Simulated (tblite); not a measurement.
Species: C₃H₅F₃S.
Numbering: `[CH3:1][CH2:2][S:3][C:4]([F:5])([F:6])[F:7]` (hydrogens: H8, H9, H10 on C1; H11, H12 on C2)

Computed with GFN2-xTB (tblite), gas phase: Langevin dynamics at 300 K from the optimised GFN2-xTB geometry, time step 0.5 fs, friction 0.01 fs⁻¹, 2000 steps. The instantaneous temperature is 2·E(kin)/(3Nk) with all 3N coordinates.

```tsv
t (fs)	T (K)	E(pot) above start (eV)	C1–C2 (Å)	C2–S3 (Å)	S3–C4 (Å)	C4–F5 (Å)	C4–F6 (Å)	C1–H8 (Å)	C1–C2–S3–C4 (°)
0	262	0.000	1.515	1.840	1.817	1.338	1.326	1.087	180
50	330	0.310	1.538	1.796	1.789	1.350	1.352	1.080	-171
100	249	0.357	1.510	1.749	1.860	1.357	1.304	1.089	-162
150	276	0.303	1.552	1.759	1.841	1.353	1.335	1.091	-156
200	243	0.443	1.500	1.762	1.848	1.336	1.309	1.118	-163
250	241	0.370	1.545	1.733	1.868	1.308	1.325	1.073	176
300	292	0.544	1.567	1.700	1.789	1.309	1.354	1.094	160
350	334	0.540	1.526	1.728	1.846	1.337	1.324	1.093	145
400	356	0.486	1.513	1.768	1.854	1.324	1.356	1.070	127
450	332	0.330	1.516	1.779	1.787	1.358	1.317	1.114	115
500	236	0.336	1.495	1.815	1.855	1.329	1.343	1.067	113
550	356	0.292	1.535	1.800	1.839	1.358	1.392	1.100	117
600	397	0.441	1.505	1.828	1.806	1.372	1.283	1.071	114
650	342	0.366	1.551	1.819	1.852	1.326	1.337	1.085	87
700	350	0.492	1.490	1.831	1.831	1.372	1.337	1.166	73
750	381	0.426	1.536	1.768	1.868	1.333	1.305	1.048	73
800	310	0.296	1.489	1.831	1.806	1.356	1.352	1.112	79
850	349	0.326	1.521	1.836	1.885	1.374	1.356	1.041	78
900	298	0.311	1.489	1.869	1.858	1.306	1.327	1.129	96
950	345	0.370	1.524	1.795	1.833	1.401	1.320	1.118	121
1000	231	0.508	1.504	1.919	1.848	1.313	1.360	1.060	128
```

Task: From 500 fs on, how do temperature and potential energy compare with equipartition?

Result: The mean temperature of these 11 frames is 327 K against the target 300 K, and the mean potential energy 0.38 eV against 30 × kT/2 = 0.39 eV for 30 classical harmonic modes. For 12 atoms in a canonical ensemble the temperature itself scatters by T·√(2/(3N)) = 71 K; here its standard deviation is 51 K. The whole run lasts only 10 friction times of 100 fs, so these averages carry a wide statistical error.

Task: What are the kinetic and total energies of the listed frame with the highest potential energy?

Result: The one at 300 fs, 0.544 eV above the start. Its kinetic energy is 3NkT/2 = 0.452 eV at 292 K, so the sum is 1.00 eV; over the listed frames the sum runs from 0.41 to 1.06 eV, since the thermostat adds and removes energy.

Task: How much do the listed bonds fluctuate from 500 fs on?

Result: 
| bond | at the start (Å) | mean (Å) | standard deviation (Å) |
| --- | --- | --- | --- |
| C1–C2 | 1.515 | 1.513 | 0.021 |
| C2–S3 | 1.840 | 1.828 | 0.038 |
| S3–C4 | 1.817 | 1.844 | 0.023 |
| C4–F5 | 1.338 | 1.349 | 0.028 |
| C4–F6 | 1.326 | 1.337 | 0.028 |
| C1–H8 | 1.087 | 1.091 | 0.036 |

The motion is classical and holds no zero-point motion.

What follows is the cost of the whole dynamics run. Time: 9.2 s; peak memory 0.17 GiB. Hardware: an Arm Neoverse V1 with one thread, shared host with 32 logical CPUs at a one-minute load of 10.
